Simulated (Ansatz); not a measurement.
H6O7Si2, triplet, at the geometry of the source list (a higher spin typed on purpose: for a closed-shell molecule this is an excited state); HF/STO-3G (Ansatz, a quantum-chemistry and plane-wave program).

Ansatz was given this input:
Ansatz 0.2 input:
```yaml
crystal:
  periodic: [false, false, false]
  atoms:
    - {symbol: O, position_ang: [2.80810000, 0.41600000, 0.64760000]}
    - {symbol: Si, position_ang: [1.46310000, -0.42440000, 0.32690000]}
    - {symbol: O, position_ang: [1.66050000, -1.34630000, -0.98680000]}
    - {symbol: O, position_ang: [1.13080000, -1.36690000, 1.59840000]}
    - {symbol: O, position_ang: [0.27490000, 0.66570000, 0.04810000]}
    - {symbol: Si, position_ang: [-1.29640000, 0.50770000, -0.28770000]}
    - {symbol: O, position_ang: [-1.74180000, 1.81820000, -1.14100000]}
    - {symbol: O, position_ang: [-1.48810000, -0.89340000, -1.09230000]}
    - {symbol: O, position_ang: [-2.24410000, 0.43120000, 1.02340000]}
    - {symbol: H, position_ang: [3.16180000, 0.98130000, -0.03060000]}
    - {symbol: H, position_ang: [0.87640000, -1.76070000, -1.34010000]}
    - {symbol: H, position_ang: [1.17170000, -0.99450000, 2.47420000]}
    - {symbol: H, position_ang: [-1.17380000, 2.11840000, -1.84410000]}
    - {symbol: H, position_ang: [-2.33050000, -1.33300000, -1.00620000]}
    - {symbol: H, position_ang: [-2.27280000, 1.18080000, 1.61010000]}
basis:
  gaussian:
    orbitals: STO-3G
    point_charges:
      - {charge: 0.5, position_ang: [2.1298, -5.4932, 2.2615]}
hamiltonian:
  xc: hf
magnetization: {spin_polarized: true, initial_magnetization: 2}
```

It wrote (shortened):

```
Functional definition: HF
787 factors; integrals over basis functions are off by at most 4.0e-5 eV
mean field evaluation 1: about -29688.2235 eV, gradient 3.1e1 eV
mean field evaluation 2: about -29688.5095 eV, gradient 3.1e1 eV
mean field evaluation 4: about -29697.0433 eV, gradient 6.2e0 eV
mean field evaluation 8: about -29699.1054 eV, gradient 1.2e0 eV
mean field evaluation 16: about -29699.2027 eV, gradient 5.5e-5 eV
mean field evaluation 32: about -29698.0395 eV, gradient 1.6e-1 eV
mean field evaluation 64: about -29697.6912 eV, gradient 5.3e0 eV
mean field evaluation 96: about -29696.0282 eV, gradient 3.6e0 eV
mean field evaluation 128: about -29695.7273 eV, gradient 3.3e0 eV
mean field evaluation 160: about -29699.1632 eV, gradient 2.1e0 eV
mean field evaluation 192: about -29698.7563 eV, gradient 1.2e0 eV
mean field -29699.23277059 eV, -1091.4266734561 hartree, gradient 1.9e-5 eV, S^2 2.007883; 5 other end points of the search recorded, 0 dependent functions left out
reference -29699.23277059 eV, -1091.4266734561 hartree; 46, 44 occupied and 13, 15 virtual orbitals, 787 factors
Total energy: -29699.23277059 eV, -1091.4266734561 hartree
```
